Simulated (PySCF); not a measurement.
PySCF job for C₃H₃N₂, SMILES C1=CN=C[N]1 (connectivity only; charge and spin as stated), charge -1, multiplicity 1, B3LYP-D3(BJ)/def2-SVPD. Geometry: B3LYP-D3(BJ)/def2-SVPD. The multiplicity is an assumed one; other spin states were not compared. The isomer is the one that the SMILES or the coordinates give; other isomers of the formula were not compared.

```python
import numpy as np
from pyscf import gto, scf, dft, df
from pyscf.hessian import thermo

mol = gto.M(
    atom='''
    C     0.00000000    0.69857353   -0.90264346
    C     0.00000000   -0.69857361   -0.90264339
    N     0.00000000   -1.14352580    0.39230791
    C     0.00000000    0.00000005    1.10672034
    N     0.00000000    1.14352584    0.39230780
    H     0.00000000    1.38717767   -1.75079500
    H     0.00000000   -1.38717784   -1.75079487
    H     0.00000000    0.00000010    2.20067894
    ''',
    basis='def2-SVPD',
    charge=-1,
    spin=0,
    max_memory=1600,
    verbose=3,
)
mf = dft.RKS(mol, xc='b3lyp').density_fit(auxbasis='def2-universal-jkfit')
mf.disp = 'd3bj'
mf.grids.level = 3
mf.conv_tol = 1e-11
mf.max_cycle = 100
mf.kernel()

# [left out here: the lines that compute and print the analytic Hessian (its translational invariance restored by hand, since the grid's response is missing), thermochemistry and intensities]
```

Program output:

```
converged SCF energy = -225.506901539475

WARN: DFTD3 does not support analytical Hessian, using finite difference


WARN: Mole.unit (angstrom) is changed to Bohr

Mode                                 0                   1                   2
Irrep
Freq [cm^-1]                      672.1859            701.3632            723.6799
Reduced mass [au]                   3.5068              2.7595              1.2278
Force const [Dyne/A]                0.9335              0.7998              0.3788
Char temp [K]                     967.1258           1009.1055           1041.2142
Normal mode                   x     y     z       x     y     z       x     y     z
       0   C                 0.14 -0.00 -0.00   -0.05  0.00  0.00    0.09 -0.00 -0.00
       1   C                -0.14 -0.00 -0.00   -0.05 -0.00  0.00    0.09 -0.00 -0.00
       2   N                 0.10  0.00 -0.00    0.12  0.00 -0.00   -0.02  0.00 -0.00
       3   C                 0.00  0.00  0.00   -0.13  0.00  0.00   -0.01  0.00  0.00
       4   N                -0.10 -0.00  0.00    0.12 -0.00 -0.00   -0.02 -0.00  0.00
       5   H                 0.33  0.00  0.00   -0.14  0.00  0.00   -0.63 -0.00 -0.00
       6   H                -0.33 -0.00 -0.00   -0.14 -0.00  0.00   -0.63 -0.00 -0.00
       7   H                 0.00 -0.00  0.00   -0.52 -0.00  0.00    0.03 -0.00  0.00
Mode                                 3                   4                   5
Irrep
Freq [cm^-1]                      787.7881            795.9840            936.1087
Reduced mass [au]                   1.3906              1.5623              6.7406
Force const [Dyne/A]                0.5085              0.5832              3.4802
Char temp [K]                    1133.4517           1145.2437           1346.8519
Normal mode                   x     y     z       x     y     z       x     y     z
       0   C                -0.11  0.00  0.00    0.00  0.00  0.00   -0.00 -0.11  0.09
       1   C                 0.11  0.00  0.00    0.00  0.00  0.00    0.00 -0.11 -0.09
       2   N                -0.01 -0.00  0.00   -0.04 -0.00  0.00   -0.00  0.09 -0.07
       3   C                 0.00 -0.00 -0.00    0.17 -0.00 -0.00    0.00  0.04  0.00
       4   N                 0.01  0.00 -0.00   -0.04  0.00  0.00    0.00  0.09  0.07
       5   H                 0.59  0.00  0.00   -0.02 -0.00 -0.00    0.00 -0.14  0.07
       6   H                -0.59  0.00  0.00   -0.02  0.00  0.00    0.00 -0.14 -0.07
       7   H                -0.00  0.00 -0.00   -0.78 -0.00 -0.00   -0.00 -0.16  0.00
Mode                                 6                   7                   8
Irrep
Freq [cm^-1]                      938.5648           1076.9910           1101.8648
Reduced mass [au]                   4.0496              1.4933              1.5294
Force const [Dyne/A]                2.1018              1.0205              1.0940
Char temp [K]                    1350.3858           1549.5503           1585.3381
Normal mode                   x     y     z       x     y     z       x     y     z
       0   C                 0.00 -0.01  0.06    0.00  0.09  0.00   -0.00  0.03 -0.09
       1   C                -0.00  0.01  0.06   -0.00 -0.09  0.00    0.00  0.03  0.09
       2   N                 0.00 -0.14  0.01    0.00 -0.05  0.01   -0.00  0.04 -0.05
       3   C                -0.00  0.00 -0.11   -0.00  0.00 -0.09   -0.00 -0.06 -0.00
       4   N                -0.00  0.14  0.01   -0.00  0.05  0.01    0.00  0.04  0.05
       5   H                -0.00 -0.26 -0.15   -0.00  0.47  0.31    0.00 -0.30 -0.36
       6   H                -0.00  0.26 -0.15   -0.00 -0.47  0.31    0.00 -0.30  0.36
       7   H                 0.00 -0.00 -0.11    0.00  0.00 -0.09    0.00 -0.44 -0.00
Mode                                 9                  10                  11
Irrep
Freq [cm^-1]                     1208.9327           1235.8495           1277.6896
Reduced mass [au]                   7.4568              1.4041              8.9064
Force const [Dyne/A]                6.4211              1.2635              8.5665
Char temp [K]                    1739.3849           1778.1123           1838.3109
Normal mode                   x     y     z       x     y     z       x     y     z
       0   C                 0.00 -0.02  0.14   -0.00  0.01  0.00   -0.00  0.04  0.04
       1   C                -0.00  0.02  0.14    0.00  0.01 -0.00    0.00 -0.04  0.04
       2   N                 0.00  0.07 -0.08   -0.00 -0.04 -0.09   -0.00 -0.07 -0.12
       3   C                 0.00  0.00 -0.10    0.00  0.05 -0.00    0.00 -0.00  0.18
       4   N                -0.00 -0.07 -0.08    0.00 -0.04  0.09    0.00  0.07 -0.12
       5   H                -0.00 -0.03  0.15    0.00 -0.22 -0.19    0.00  0.04  0.04
       6   H                -0.00  0.03  0.15    0.00 -0.22  0.19    0.00 -0.04  0.04
       7   H                 0.00  0.00 -0.12   -0.00  0.72 -0.00   -0.00  0.00  0.18
Mode                                12                  13                  14
Irrep
Freq [cm^-1]                     1319.3410           1454.8486           1476.5463
Reduced mass [au]                   3.6412              3.8029              3.0566
Force const [Dyne/A]                3.7343              4.7424              3.9263
Char temp [K]                    1898.2379           2093.2032           2124.4214
Normal mode                   x     y     z       x     y     z       x     y     z
       0   C                -0.00 -0.05 -0.11   -0.00 -0.17 -0.02    0.00 -0.04 -0.07
       1   C                 0.00 -0.05  0.11    0.00  0.17 -0.02   -0.00 -0.04  0.07
       2   N                -0.00 -0.03 -0.08   -0.00 -0.05 -0.01    0.00  0.08 -0.02
       3   C                 0.00  0.14  0.00   -0.00  0.00  0.01   -0.00 -0.17 -0.00
       4   N                 0.00 -0.03  0.08    0.00  0.05 -0.01    0.00  0.08  0.02
       5   H                 0.00  0.26  0.14    0.00  0.15  0.27   -0.00  0.20  0.12
       6   H                 0.00  0.26 -0.14    0.00 -0.15  0.27   -0.00  0.20 -0.12
       7   H                -0.00 -0.19  0.00   -0.00 -0.00  0.02    0.00  0.40 -0.00
Mode                                15                  16                  17
Irrep
Freq [cm^-1]                     3136.9147           3138.5633           3164.9628
Reduced mass [au]                   1.0908              1.0858              1.1028
Force const [Dyne/A]                6.3241              6.3017              6.5087
Char temp [K]                    4513.3218           4515.6937           4553.6769
Normal mode                   x     y     z       x     y     z       x     y     z
       0   C                -0.00 -0.01  0.00   -0.00  0.04 -0.04   -0.00  0.04 -0.05
       1   C                 0.00  0.01  0.00    0.00  0.04  0.04    0.00 -0.04 -0.05
       2   N                -0.00 -0.00  0.00   -0.00  0.00  0.00    0.00 -0.00  0.00
       3   C                 0.00 -0.00  0.08    0.00 -0.00 -0.00   -0.00 -0.00  0.01
       4   N                 0.00  0.00  0.00    0.00  0.00 -0.00    0.00  0.00  0.00
       5   H                 0.00  0.05 -0.06    0.00 -0.43  0.52    0.00 -0.43  0.51
       6   H                 0.00 -0.05 -0.06    0.00 -0.43 -0.52   -0.00  0.43  0.51
       7   H                -0.00  0.00 -0.95   -0.00  0.00  0.00   -0.00  0.00 -0.12
temperature 298.1500 [K]
pressure 101325.00 [Pa]
Rotational constants [GHz] 10.18256 9.67516 4.96119
Symmetry number 2
Zero-point energy (ZPE) 0.05729 [Eh]   150419.513 [J/mol]
                           tot       elec      trans        rot        vib
Entropy [J/mol/K]       263.729      0.000    161.199     94.658      7.872
Cv [J/mol/K]             50.687      0.000     12.472     12.472     25.744
Cp [J/mol/K]             59.001      0.000     20.786     12.472     25.744
Internal energy [J/mol]                      3718.434   3718.434 152288.666
Internal energy [Eh]   -225.44607  -225.50690
Enthalpy [J/mol]                             6197.391   3718.434 152288.666
Enthalpy [Eh]          -225.44512
Gibbs free energy [J/mol]                  -41863.988 -24503.835 149941.594
Gibbs free energy [Eh] -225.47507
static polarisability / bohr^3: [[38.505  0.    -0.   ]
 [ 0.    61.137 -0.   ]
 [ 0.    -0.    68.303]]
largest difference of analytic and finite-field dipole derivatives / e: 0.0003980876625810925
mode   freq/cm-1   IR/(km/mol)   Raman/(A^4/amu)   depolarisation
   1      672.19         0.000             0.112            0.750
   2      701.36        26.464             0.081            0.750
   3      723.68        52.677             1.867            0.750
   4      787.79         0.000             2.523            0.750
   5      795.98        11.890             1.157            0.750
   6      936.11        19.184             0.180            0.750
   7      938.56         2.893             0.352            0.589
   8     1076.99         1.107            11.888            0.479
   9     1101.86        36.322             2.800            0.750
  10     1208.93         2.878            27.673            0.046
  11     1235.85         1.944             0.453            0.750
  12     1277.69         7.528            26.278            0.153
  13     1319.34         0.520            12.295            0.750
  14     1454.85         4.168            25.897            0.142
  15     1476.55        47.065             3.297            0.750
  16     3136.91        88.741            99.433            0.338
  17     3138.56        37.605           111.662            0.750
  18     3164.96        71.171           200.785            0.154
max |gradient| / (hartree/bohr): 3.982206222189876e-05
APT charges: [-0.009  -0.009  -0.5289  0.1481 -0.5289 -0.0209 -0.0209 -0.0303]
```

The run converged.

Cost: very roughly 4 core-minutes.
